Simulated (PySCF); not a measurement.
Cl₂Sr (SMILES [Cl][Sr][Cl]), singlet, geometry from GFN2-xTB (such geometries of metal compounds can be far from the true shape) (all electrons, no relativity). Base run: PBE/STO-3G (PySCF).

PySCF was given this input:
```python
from pyscf import gto, scf, dft

mol = gto.Mole()
mol.atom = '''
    Sr    0.291224   -0.610948    0.120886
    Cl    1.080314    1.073658   -1.546550
    Cl   -1.731286    0.291991    1.276334
'''
mol.basis = 'sto-3g'
mol.charge = 0
mol.spin = 0
mol.verbose = 3
mol.build()

mf = dft.RKS(mol)
mf.xc = 'pbe'
mf.kernel()
mf.analyze()
```

Variants of this job, named by their change:

| change | E (Eh) | HOMO (eV) | HOMO-LUMO gap (eV) | dipole (D) | core-seconds (rough) |
|---|---|---|---|---|---|
| base | -4010.22063 | -2.84 | 2.91 | 8.85 | 3 |
| functional = hse06 | ? | ? | ? | 9.55 | 6 |
| functional = wb97x_v | -4010.82255 | -6.56 | 9.35 | 10.10 | 60 |
| functional = b3lyp | ? | ? | ? | ? | 3 |
| functional = pbe; dispersion = d4 | -4010.22302 | -2.84 | 2.91 | 8.85 | 3 |
| functional = lda,vwn | ? | ? | ? | ? | 1 |
| functional = pbe0; dispersion = d3zero | -4010.60344 | -4.23 | 5.02 | 9.59 | 3 |
| functional = bp86 | -4011.37817 | -2.96 | 2.87 | 8.76 | 3 |
| functional = b3lyp5 | -4010.82130 | -3.88 | 4.42 | 9.25 | 3 |
| functional = r2scan | -4011.17547 | -3.00 | 3.54 | 9.55 | 4 |
| functional = wb97m_v | ? | ? | ? | ? | 60 |
| functional = b97-1 | -4010.89788 | -3.86 | 4.60 | 9.30 | 3 |
| functional = pw91,pw91 | -4011.10356 | -2.90 | 2.93 | 8.88 | 3 |

Question: Fill in the missing entries.

Answer: 
- functional = hse06, E (Eh): -4010.61843
- functional = hse06, HOMO (eV): -3.83
- functional = hse06, HOMO-LUMO gap (eV): 4.25
- functional = b3lyp, E (Eh): -4011.10490
- functional = b3lyp, HOMO (eV): -3.97
- functional = b3lyp, HOMO-LUMO gap (eV): 4.43
- functional = b3lyp, dipole (D): 9.26
- functional = lda,vwn, E (Eh): -4003.92276
- functional = lda,vwn, HOMO (eV): -2.98
- functional = lda,vwn, HOMO-LUMO gap (eV): 2.78
- functional = lda,vwn, dipole (D): 8.53
- functional = wb97m_v, E (Eh): -4011.32176
- functional = wb97m_v, HOMO (eV): -6.41
- functional = wb97m_v, HOMO-LUMO gap (eV): 9.08
- functional = wb97m_v, dipole (D): 9.85

Absolute energies of different levels of theory aren't comparable as measures of quality.
